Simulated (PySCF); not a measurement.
# Spin-rotation constants: SMILES C[C@@H]1CC=C[C@H]1C(=O)O, C7H10O2

Molfile (atoms numbered from 1):
```
C7H10O2
     RDKit          3D

 19 19  0  0  0  0  0  0  0  0999 V2000
   -1.2365    1.6817    0.3560 C   0  0  0  0  0  0  0  0  0  0  0  0
   -0.6343    0.4641   -0.3322 C   0  0  2  0  0  0  0  0  0  0  0  0
   -1.5565   -0.7723   -0.2746 C   0  0  0  0  0  0  0  0  0  0  0  0
   -0.6684   -1.8821    0.1899 C   0  0  0  0  0  0  0  0  0  0  0  0
    0.5394   -1.4621    0.5188 C   0  0  0  0  0  0  0  0  0  0  0  0
    0.6944    0.0241    0.3178 C   0  0  1  0  0  0  0  0  0  0  0  0
    1.8959    0.2852   -0.5605 C   0  0  0  0  0  0  0  0  0  0  0  0
    1.8753    0.5176   -1.7385 O   0  0  0  0  0  0  0  0  0  0  0  0
    3.0386    0.2025    0.1355 O   0  0  0  0  0  0  0  0  0  0  0  0
   -2.1723    1.9619   -0.1225 H   0  0  0  0  0  0  0  0  0  0  0  0
   -1.4354    1.4687    1.4050 H   0  0  0  0  0  0  0  0  0  0  0  0
   -0.5568    2.5290    0.2961 H   0  0  0  0  0  0  0  0  0  0  0  0
   -0.4255    0.7136   -1.3763 H   0  0  0  0  0  0  0  0  0  0  0  0
   -2.0044   -0.9966   -1.2438 H   0  0  0  0  0  0  0  0  0  0  0  0
   -2.3734   -0.6217    0.4366 H   0  0  0  0  0  0  0  0  0  0  0  0
   -1.0225   -2.8964    0.2579 H   0  0  0  0  0  0  0  0  0  0  0  0
    1.3528   -2.0559    0.8972 H   0  0  0  0  0  0  0  0  0  0  0  0
    0.8780    0.5138    1.2796 H   0  0  0  0  0  0  0  0  0  0  0  0
    3.8017    0.3340   -0.4494 H   0  0  0  0  0  0  0  0  0  0  0  0
  1  2  1  0
  2  3  1  0
  3  4  1  0
  4  5  2  0
  5  6  1  0
  6  7  1  0
  7  8  2  0
  7  9  1  0
  6  2  1  0
  1 10  1  0
  1 11  1  0
  1 12  1  0
  2 13  1  6
  3 14  1  0
  3 15  1  0
  4 16  1  0
  5 17  1  0
  6 18  1  1
  9 19  1  0
M  END
```

Method: GIAO KT3/pcSseg-1 magnetisability, rotational g tensor and spin-rotation constants, non-relativistic, gas phase (PySCF). Geometry: GFN2-xTB.

(1) Give the nuclear spin-rotation constants along the inertial axes (H = +C I·J) beside the isotropic shieldings.

Answers

(1) Rotational constants 2.5250, 1.3162, 1.0694 GHz. A star marks the isotopologue with that one atom substituted, in its own axes.
```tsv
atom	isotope	Caa (kHz)	Cbb (kHz)	Ccc (kHz)	mean (kHz)	σ (ppm)
H10	1H	-0.087	-0.098	-0.087	-0.091	30.4
H11	1H	-0.244	-0.126	-0.008	-0.126	30.9
H12	1H	-0.086	-0.061	-0.118	-0.089	30.5
H13	1H	-0.197	-0.099	0.002	-0.098	28.5
H14	1H	-0.231	-0.138	0.037	-0.111	28.8
H15	1H	-0.003	-0.140	-0.074	-0.072	29.6
H16	1H	-0.160	0.073	-0.115	-0.068	26.0
H17	1H	-0.104	0.028	-0.106	-0.061	26.1
H18	1H	-0.267	-0.135	0.052	-0.117	28.4
H19	1H	0.113	-0.176	-0.079	-0.047	25.9
C1	13C*	0.402	0.193	0.167	0.254	160.9
C2	13C*	0.417	0.227	0.202	0.282	147.4
C3	13C*	0.481	0.209	0.231	0.307	138.6
C4	13C*	0.706	0.607	0.214	0.509	56.0
C5	13C*	0.688	0.596	0.214	0.499	60.2
C6	13C*	0.536	0.262	0.239	0.346	123.8
C7	13C*	1.270	0.362	0.347	0.660	19.6
O8	17O*	-1.221	-0.235	-0.499	-0.652	-61.9
O9	17O*	-0.536	-0.266	-0.266	-0.356	126.2
```
For the geometry as given, no vibrational averaging.
